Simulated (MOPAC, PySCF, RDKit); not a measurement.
Isomers of CH4OSi. All species are isolated molecules in the gas phase. One relaxed conformer stands for each flexible species; it need not be the lowest. Strings in code marks are SMILES.

Quantity: electronic energy of isomers of CH4OSi relative to `C[SiH]=O`, in eV. Semi-empirical values (MOPAC) are differences of heats of formation. Force-field values (RDKit) are differences of steric energies, which aren't made for comparing isomers with other bonds.

Level 1: M06-2X/6-31G* // B3LYP-D3(BJ)/def2-TZVP (PySCF)
Level 2: HF/3-21G // B3LYP-D3(BJ)/def2-TZVP (PySCF)
Level 3: AM1 // B3LYP-D3(BJ)/def2-TZVP (MOPAC)
Level 4: UFF, relaxed from the DFT geometry (RDKit)

| species | level 1 | level 2 | level 3 | level 4 |
|---|---|---|---|---|
| `C1O[SiH2]1` | 0.91 | 1.08 | 0.99 | 9.93 |
| `C=[SiH]O` (C–Si–O–H torsion 0°) | 0.70 | 0.269 | -0.253 | -0.028 |
| `O=C[SiH3]` | 1.17 | 1.07 | 0.305 | 0.018 |
| `OC=[SiH2]` (H–O–C–Si torsion 15°) | 2.34 | 2.19 | 0.72 | 0.012 |
